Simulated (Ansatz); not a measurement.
Relaxation of the cluster Zr₄ with UKS PBE0-D4/def2-SVP.

```sh
$ ansatz run in.yaml --threads 4 --pin off --events-out ev --progress --plain --max-ram 3916MiB
```

```yaml
crystal:
  periodic: [false, false, false]
  atoms:
    - {symbol: Zr, position_ang: [-1.160375, 0.655129, -1.071218]}
    - {symbol: Zr, position_ang: [-0.374038, 0.828333, 1.448016]}
    - {symbol: Zr, position_ang: [1.697927, 0.189908, -0.067426]}
    - {symbol: Zr, position_ang: [-0.163513, -1.673380, -0.309372]}
basis:
  gaussian: {orbitals: def2-SVP}
magnetization: {spin_polarized: true, initial_magnetization: 4}
hamiltonian: {xc: pbe0, dispersion: d4}
scf: {lower_state_search: "off"}
output: {orbitals: {seedname: orbitals}}
relax: {f_tol: 0.02, max_steps: 100}
```

Run time 28 s (4 threads of Arm Neoverse V2 on a shared host).

Positions (Å) and forces (eV/Å) at steps 1, 2, 4, 5 of 5:

```xyz
4
step=1 energy=-5111.5976 eV
Zr   -1.160    0.655   -1.071    0.857    0.495   -0.724
Zr   -0.374    0.828    1.448   -0.303   -1.032    0.590
Zr    1.698    0.190   -0.067   -0.058    0.756   -0.965
Zr   -0.164   -1.673   -0.309   -0.497   -0.218    1.099
4
step=2 energy=-5112.1771 eV
Zr   -1.000    0.721   -1.159    0.251   -0.210   -0.159
Zr   -0.416    0.648    1.507    0.248   -0.269    0.033
Zr    1.651    0.302   -0.220   -0.192    0.312    0.026
Zr   -0.235   -1.671   -0.128   -0.307    0.167    0.100
4
step=4 energy=-5112.2213 eV
Zr   -0.959    0.696   -1.199    0.004   -0.008    0.015
Zr   -0.382    0.600    1.529    0.004    0.000   -0.017
Zr    1.632    0.361   -0.225   -0.015   -0.008    0.007
Zr   -0.291   -1.658   -0.104    0.006    0.016   -0.004
4
step=5 energy=-5112.2213 eV
Zr   -0.959    0.696   -1.198   -0.001    0.000    0.000
Zr   -0.382    0.601    1.528    0.000    0.001    0.000
Zr    1.631    0.360   -0.225    0.000    0.000    0.000
Zr   -0.290   -1.657   -0.105    0.000    0.000    0.000
```

In the def2 sets Zr takes a core potential; there is no spin–orbit coupling. The charge 0 quintet is spin-contaminated (final ⟨S²⟩ up to 6.47, 6.00 for a pure state). The structure comes from a short search, and lower isomers may exist.
